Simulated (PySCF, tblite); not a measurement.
Isomers of C2H6ClNSi2, one GFN2-xTB conformer each. Single-point energies are computed at PBE0/pcSseg-1 (PySCF, gas phase, no added dispersion term), electronic only.

```tsv
SMILES	GFN2-xTB relative energy (kcal/mol)
N#C[SiH2]C[SiH2]Cl	0.0
N#C[SiH2][SiH2]CCl	38.1
```

Conformers: `[N:1]#[C:2][SiH2:3][CH2:4][SiH2:5][Cl:6]` with C2–Si3–C4–Si5 61°, Si3–C4–Si5–Cl6 64°; `[N:1]#[C:2][SiH2:3][SiH2:4][CH2:5][Cl:6]` with C2–Si3–Si4–C5 -43°, Si3–Si4–C5–Cl6 -56°.

Problem. What does PBE0/pcSseg-1 give for the same structures?

Solution. 
| SMILES | PBE0/pcSseg-1 E (Eh) | PBE0/pcSseg-1 (kcal/mol) | GFN2-xTB (kcal/mol) | point group |
| --- | --- | --- | --- | --- |
| N#C[SiH2]C[SiH2]Cl | -1173.19542 | 0.0 | 0.0 | C1 |
| N#C[SiH2][SiH2]CCl | -1173.13256 | 39.4 | 38.1 | C1 |

Both levels put the same isomer lowest. As drawn, the higher has an Si–Si bond, which the lower lacks.

Problem. Which frontier levels, dipoles and rotational constants go with these structures?

Solution. 
| SMILES | HOMO (eV, PBE0/pcSseg-1) | LUMO (eV) | dipole (D) | A, B, C (MHz) |
| --- | --- | --- | --- | --- |
| N#C[SiH2]C[SiH2]Cl | -9.08 | -0.56 | 3.72 | 2928, 923.6, 883.2 |
| N#C[SiH2][SiH2]CCl | -8.44 | -0.99 | 4.06 | 2183, 1191, 950.7 |

Problem. What happens when harmonic zero-point energies from GFN2-xTB frequencies are added?

Solution. 
```json
{"SMILES": "N#C[SiH2]C[SiH2]Cl", "ZPE (kcal/mol)": "43.4", "electronic (kcal/mol)": "0.0", "with ZPE (kcal/mol)": "0.0"}
{"SMILES": "N#C[SiH2][SiH2]CCl", "ZPE (kcal/mol)": "42.9", "electronic (kcal/mol)": "39.4", "with ZPE (kcal/mol)": "38.9"}
```

The zero-point energies span 0.5 kcal/mol. The order is unchanged.
